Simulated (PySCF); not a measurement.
C3H7ClSi2.
Structure used (PBE0-D3(BJ)/def2-SVP), in Å, numbered top down from 1:
```
atom  x, y, z in Å
Si1   -2.259    0.470   -1.138
C2    -1.097   -0.992   -0.931
C3     0.195   -0.875   -1.104
C4     1.487   -0.700   -1.240
Si5    2.630   -0.217    0.170
Cl6    2.261   -0.912   -2.800
H7    -3.267    0.170   -2.200
H8    -2.989    0.718    0.143
H9    -1.461    1.671   -1.511
H10   -1.505   -1.977   -0.662
H11    1.813   -0.063    1.409
H12    3.662   -1.277    0.357
H13    3.308    1.069   -0.168
```

Computed, not measured: PBE0-D3(BJ)/def2-SVP geometry optimisation, gas phase (PySCF).

Masses are those of the commonest isotopes; rigid-rotor values at the optimised geometry. 

(1) What are A, B and C (MHz)?

(2) Classify the top.

(3) What does the inertial defect say?

(4) Give the other two planar moments, Paa and Pbb, and the rms extents of the mass along the axes.

(5) List the rotational levels J(Ka,Kc) to J = 4 (MHz).

(6) Predict some low-J microwave lines.

(7) Estimate the classical rotational partition function at 50 K, 100 K and 500 K.

## Answers

(1) Ia = 192.21, Ib = 583.51, Ic = 718.01 u·Å²; 505379 MHz·u·Å²/I gives A = 2629, B = 866.1, C = 703.9 MHz.

(2) An asymmetric top; Ray's κ = -0.831.

(3) Not planar: Δ = Ic − Ia − Ib = -57.71 u·Å². For a rigid frame Δ = −2 Σ m c², so Σ m c² = 28.85 u·Å² lies off the ab plane: 10.07 from hydrogen and 18.78 from heavier atoms. The atom farthest from that plane is 1.97 Å away.

(4) Paa = Σ m a² = (Ib + Ic − Ia)/2 = 554.66 and Pbb = Σ m b² = (Ia + Ic − Ib)/2 = 163.35 u·Å². With the mass M = 133.98 u, the rms extents √(P/M) along a, b and c are 2.03, 1.10, 0.46 Å.

(5) Above 0(0,0):
J = 1: 1(0,1) 1570, 1(1,1) 3333, 1(1,0) 3495
J = 2: 2(0,2) 4699, 2(1,2) 6311, 2(1,1) 6798, 2(2,1) 12087, 2(2,0) 12098
J = 3: 3(0,3) 9367, 3(1,3) 10771, 3(1,2) 11744, 3(2,2) 16797, 3(2,1) 16850, 3(3,1) 26025, 3(3,0) 26026
J = 4: 4(0,4) 15542, 4(1,4) 16706, 4(1,3) 18325, 4(2,3) 23069, 4(2,2) 23226, 4(3,2) 32325, 4(3,1) 32328, 4(4,1) 45218, 4(4,0) 45218
Those of J = 1 are B + C, A + C and A + B.

(6) The dipole components are |μa| = 1.06 D, |μb| = 0.91 D, |μc| = 0.50 D. Intensities carry the squares of the components, which stand as 1.00 : 0.74 : 0.22 (a : b : c). Some lines, for components of 0.1 D or more:

```json
{"type": "b", "branch": "Q", "J(Ka,Kc)": "2(1,1) ← 2(0,2)", "MHz": "2098", "lower level (cm⁻¹)": "0.157"}
{"type": "a", "branch": "R", "J(Ka,Kc)": "2(1,1) ← 1(1,0)", "MHz": "3302", "lower level (cm⁻¹)": "0.117"}
{"type": "b", "branch": "Q", "J(Ka,Kc)": "5(1,4) ← 5(0,5)", "MHz": "3338", "lower level (cm⁻¹)": "0.774"}
{"type": "a", "branch": "R", "J(Ka,Kc)": "3(1,3) ← 2(1,2)", "MHz": "4460", "lower level (cm⁻¹)": "0.211"}
{"type": "a", "branch": "R", "J(Ka,Kc)": "3(2,2) ← 2(2,1)", "MHz": "4710", "lower level (cm⁻¹)": "0.403"}
{"type": "b", "branch": "R", "J(Ka,Kc)": "2(1,2) ← 1(0,1)", "MHz": "4741", "lower level (cm⁻¹)": "0.052"}
{"type": "a", "branch": "R", "J(Ka,Kc)": "3(2,1) ← 2(2,0)", "MHz": "4752", "lower level (cm⁻¹)": "0.404"}
{"type": "c", "branch": "R", "J(Ka,Kc)": "2(1,1) ← 1(0,1)", "MHz": "5228", "lower level (cm⁻¹)": "0.052"}
{"type": "b", "branch": "Q", "J(Ka,Kc)": "2(2,0) ← 2(1,1)", "MHz": "5300", "lower level (cm⁻¹)": "0.227"}
{"type": "b", "branch": "Q", "J(Ka,Kc)": "4(2,3) ← 4(1,4)", "MHz": "6363", "lower level (cm⁻¹)": "0.557"}
{"type": "b", "branch": "R", "J(Ka,Kc)": "5(0,5) ← 4(1,4)", "MHz": "6485", "lower level (cm⁻¹)": "0.557"}
{"type": "a", "branch": "R", "J(Ka,Kc)": "4(1,3) ← 3(1,2)", "MHz": "6582", "lower level (cm⁻¹)": "0.392"}
{"type": "b", "branch": "R", "J(Ka,Kc)": "2(2,1) ← 1(1,0)", "MHz": "8592", "lower level (cm⁻¹)": "0.117"}
{"type": "b", "branch": "R", "J(Ka,Kc)": "2(2,0) ← 1(1,1)", "MHz": "8765", "lower level (cm⁻¹)": "0.111"}
{"type": "c", "branch": "R", "J(Ka,Kc)": "4(1,3) ← 3(0,3)", "MHz": "8959", "lower level (cm⁻¹)": "0.312"}
{"type": "c", "branch": "Q", "J(Ka,Kc)": "4(3,2) ← 4(2,2)", "MHz": "9099", "lower level (cm⁻¹)": "0.775"}
{"type": "b", "branch": "Q", "J(Ka,Kc)": "3(3,0) ← 3(2,1)", "MHz": "9176", "lower level (cm⁻¹)": "0.562"}
{"type": "c", "branch": "R", "J(Ka,Kc)": "3(2,1) ← 2(1,1)", "MHz": "10053", "lower level (cm⁻¹)": "0.227"}
{"type": "c", "branch": "R", "J(Ka,Kc)": "5(1,4) ← 4(0,4)", "MHz": "10987", "lower level (cm⁻¹)": "0.518"}
{"type": "b", "branch": "R", "J(Ka,Kc)": "4(2,3) ← 3(1,2)", "MHz": "11325", "lower level (cm⁻¹)": "0.392"}
{"type": "c", "branch": "Q", "J(Ka,Kc)": "5(4,2) ← 5(3,2)", "MHz": "12871", "lower level (cm⁻¹)": "1.342"}
{"type": "b", "branch": "Q", "J(Ka,Kc)": "5(4,1) ← 5(3,2)", "MHz": "12872", "lower level (cm⁻¹)": "1.342"}
{"type": "b", "branch": "Q", "J(Ka,Kc)": "5(4,2) ← 5(3,3)", "MHz": "12884", "lower level (cm⁻¹)": "1.341"}
{"type": "c", "branch": "Q", "J(Ka,Kc)": "4(4,1) ← 4(3,1)", "MHz": "12889", "lower level (cm⁻¹)": "1.078"}
{"type": "b", "branch": "Q", "J(Ka,Kc)": "4(4,0) ← 4(3,1)", "MHz": "12889", "lower level (cm⁻¹)": "1.078"}
{"type": "b", "branch": "R", "J(Ka,Kc)": "5(4,2) ← 4(3,1)", "MHz": "20763", "lower level (cm⁻¹)": "1.078"}
{"type": "c", "branch": "R", "J(Ka,Kc)": "5(5,1) ← 4(4,1)", "MHz": "24451", "lower level (cm⁻¹)": "1.508"}
```

(7) Point group C1, symmetry number σ = 1; q = (√π/σ)·√((kT/h)³/(ABC)), k/h = 20836.6 MHz/K: 47100 at 50 K, 133000 at 100 K, 1490000 at 500 K.

Not checked by PBE0-D3(BJ)/def2-SVP frequencies. Zero-point vibration and centrifugal distortion are left out. A rigid rotor knows nothing of internal rotation, which can split or shift real lines. Quadrupole hyperfine structure (35Cl) is left out.

On one thread, Arm Neoverse V2 (aarch64) (shared host), this took 34 s wall and 0.64 GiB of memory at its peak. That covers the optimisation of the geometry.
